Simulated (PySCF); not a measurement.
2-bromo-1,1,1-trifluoroethane, C2H2BrF3, SMILES FC(F)(F)CBr, point group Cs.

Level: B3LYP/pcSseg-1 in PySCF (density fitting, grid level 2); geometry and Hessian at that level, cubic constants and property derivatives from steps of ±0.6 along each species' dimensionless normal coordinates, second-order vibrational perturbation theory. The parent has the commonest isotopes.

Equilibrium geometry (Å):

| atom | x | y | z |
| --- | --- | --- | --- |
| F1 | -1.5497 | -0.8582 | 0.3477 |
| C2 | -0.7289 | 0.1872 | 0.0880 |
| F3 | -1.1895 | 0.7978 | -1.0158 |
| F4 | -0.8349 | 1.0481 | 1.1132 |
| C5 | 0.6811 | -0.3380 | -0.0852 |
| Br6 | 1.9691 | 1.0754 | -0.4572 |
| H7 | 0.6999 | -1.0362 | -0.9212 |
| H8 | 0.9891 | -0.8383 | 0.8322 |

Q: Give the equilibrium and ground-state rotational constants (MHz) of parent; ²H at 7.

A: 
```tsv
species	Ae	Be	Ce	A0	B0	C0	Δ0 (u Å²)	harmonic ZPE (cm⁻¹)
parent	5268.4	1132.5	1124.9	5234.9	1125.8	1118.3	-93.523	9408
²H at 7	5094.4	1131.3	1117.6	5062	1124.7	1111.1	-94.350	8675
```

Δ0 = Ic − Ia − Ib from the ground-state constants.

Q: How is the parent's vibrational correction B0 − Be made up?

A: 
```csv
axis,harmonic,Coriolis,cubic,total (MHz)
a,6.04,-4.68,-34.8,-33.5
b,0.724,-0.349,-7,-6.63
c,0.875,-0.177,-7.25,-6.55
```

Q: And its quartic centrifugal distortion constants from the harmonic force field?

A: Asymmetric top, A reduction, Ir representation: ΔJ = 0.139 kHz, ΔJK = 1.63 kHz, ΔK = -0.42 kHz, δJ = -2e-05 kHz, δK = 0.0644 kHz.

Q: Which nuclear quadrupole couplings χaa, χbb, χcc (MHz) does the parent show, at equilibrium and averaged?

A: 79Br at 6: 428.0, -90.9, -337.1 and 426.1, -89.9, -336.2.

A mode lies under 250 cm⁻¹, where this perturbation treatment is rough.
